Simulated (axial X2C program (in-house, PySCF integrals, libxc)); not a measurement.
**Nuclear properties of ClMoCl**

Calculated with an axial X2C code built on PySCF integrals: two-component X2C with atomic mean-field Coulomb and Gaunt terms, Gaussian nuclei, basis Cl dyall-av3z, Mo dyall-v3z with contracted cores.

Cl–Mo–Cl held linear, with bonds 2.288 and 2.288 Å (near the PBE0 minimum at charge 0 of the determinant lowest at the starting distance; the state shown can have its own minimum elsewhere, held linear; other orders of the atoms were not compared).

Determinant lowest in the PBE0 search, Ω = 1 (⟨Sz⟩ = 2.00, ⟨Lz⟩ = -1.00 at PBE0), spin on the atoms Cl -0.02, Mo 2.03, Cl -0.02:

```json
{"level": "PBE0", "A∥/gI Cl (MHz)": "-115", "qzz Cl (a.u.)": "0.29", "A∥/gI Mo (MHz)": "724", "qzz Mo (a.u.)": "-2.77"}
{"level": "HF", "A∥/gI Cl (MHz)": "-98.6", "qzz Cl (a.u.)": "0.34", "A∥/gI Mo (MHz)": "290", "qzz Mo (a.u.)": "-3.62"}
{"level": "LDA", "A∥/gI Cl (MHz)": "-131", "qzz Cl (a.u.)": "0.20", "A∥/gI Mo (MHz)": "983", "qzz Mo (a.u.)": "-2.53"}
```

Determinant 0.09 eV from it at PBE0 and this distance, Ω = 3 (⟨Sz⟩ = 2.00, ⟨Lz⟩ = 1.00 at PBE0), spin on the atoms Cl -0.02, Mo 2.03, Cl -0.02:

```json
{"level": "PBE0", "A∥/gI Cl (MHz)": "32.7", "qzz Cl (a.u.)": "0.29", "A∥/gI Mo (MHz)": "457", "qzz Mo (a.u.)": "-2.71"}
{"level": "HF", "A∥/gI Cl (MHz)": "14.2", "qzz Cl (a.u.)": "0.35", "A∥/gI Mo (MHz)": "339", "qzz Mo (a.u.)": "-3.54"}
{"level": "LDA", "A∥/gI Cl (MHz)": "37", "qzz Cl (a.u.)": "0.20", "A∥/gI Mo (MHz)": "534", "qzz Mo (a.u.)": "-2.48"}
```

A∥ (defined per Ω) follows by multiplying with gI = μI/(I μN); qzz is the electric field gradient, eQq0 = 234.96 MHz × Q/barn × qzz. The operators were transformed with the bare-nucleus X2C matrices; with these basis sets, hyperfine constants and field gradients can be off by tens of per cent, and where levels differ in sign neither size nor sign is settled.

(1) With gI(35Cl) = 0.5479, Q(35Cl) = -0.08112 barn, Q(95Mo) = -0.022 barn (g factors from the IAEA table of nuclear moments by Stone; Q from Pyykkö, Mol. Phys. 2018), turn the PBE0 values of the first state into constants in MHz.

The molecule was held linear; bending was not examined, so a bent shape may lie lower.

Each state is one determinant with collinear spin, which with several unpaired electrons need not be a pure state. Unrestricted Hartree–Fock can overshoot spin polarisation at the nuclei. With several open shells hyperfine constants can be off by a factor of several. Open-shell Ω = 0 determinants with evenly filled partner blocks cannot be reached by this program, so the Ω shown need not be the lowest component. The search compared states at one distance, so a state with another bond length can lie lower. Where a field gradient or hyperfine factor spreads by more than a factor of two over the levels, a constant derived from it is not to be relied on. PBE0 term energies can be off by some tenths of an eV.

Answers

(1) A∥(35Cl) = -115 × 0.5479 = -63 MHz; eQq0(35Cl) = 234.96 × (-0.08112) × (0.29) = -5.53 MHz; eQq0(95Mo) = 234.96 × (-0.022) × (-2.77) = 14.3 MHz.
